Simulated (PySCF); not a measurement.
# Hartree-Fock beside MP2: BH3NOSi anion

These are calculations, not measurements. They come from PySCF 2.14.0, an open-source quantum chemistry program, on an isolated molecule that a program drew, which may never have been made. The molecule is BH3NOSi anion (charge -1, singlet), drawn as the SMILES string `N[SiH-]B=O`.

The geometry was optimised and harmonic frequencies were computed with HF and MP2, all in the aug-cc-pV(D+d)Z basis, for the commonest isotopes, with a restricted reference for singlets and an unrestricted one otherwise, and a frozen core in MP2. Each result is a local minimum of its method.

Geometry at the HF minimum:
```xyz
7
BH3NOSi anion, angstrom
N    -3.3827    1.1159   -0.5376
Si   -3.8548   -0.5873   -0.9793
B    -2.3389   -1.7199   -0.0989
O    -1.5264   -2.4075    0.4752
H    -2.4117    1.3565   -0.4768
H    -3.8477    1.4697    0.2753
H    -3.2352   -0.6743   -2.3718
```

Lengths of the bonds as drawn, in Å (atoms numbered as above):
| bond | HF | MP2 |
|---|---|---|
| N1-Si2 | 1.822 | 1.856 |
| Si2-B3 | 2.087 | 2.063 |
| B3-O4 | 1.209 | 1.246 |
| N1-H5 | 1.002 | 1.021 |
| N1-H6 | 1.001 | 1.020 |
| Si2-H7 | 1.527 | 1.529 |

Rotational constants, in GHz:
```
constant,HF,MP2
A,14.8,14.39
B,2.928,2.914
C,2.523,2.502
```

Harmonic frequencies in cm^-1, each column in rising order, so a row needn't be the same motion in every method:
| rank | HF | MP2 |
|---|---|---|
| 1 | 142 | 125 |
| 2 | 238 | 217 |
| 3 | 332 | 306 |
| 4 | 406 | 392 |
| 5 | 468 | 453 |
| 6 | 547 | 546 |
| 7 | 692 | 643 |
| 8 | 720 | 680 |
| 9 | 833 | 779 |
| 10 | 979 | 924 |
| 11 | 1694 | 1556 |
| 12 | 1952 | ? |
| 13 | 2024 | 2006 |
| 14 | 3731 | 3503 |
| 15 | 3821 | 3611 |

**Estimate the missing MP2 frequency from the HF column.**

A single factor s that minimises the squared misfit of MP2 against s times HF over the other rows is sum(HF x MP2) / sum(HF^2) = 0.9458, with an rms misfit of 30 cm^-1. For rank 12 it gives 0.9458 x 1952 = 1846 cm^-1. The calculation gives 1753 cm^-1, 93 cm^-1 below the estimate. The drawn bonds are on average 1.3 % longer in MP2 than in HF.
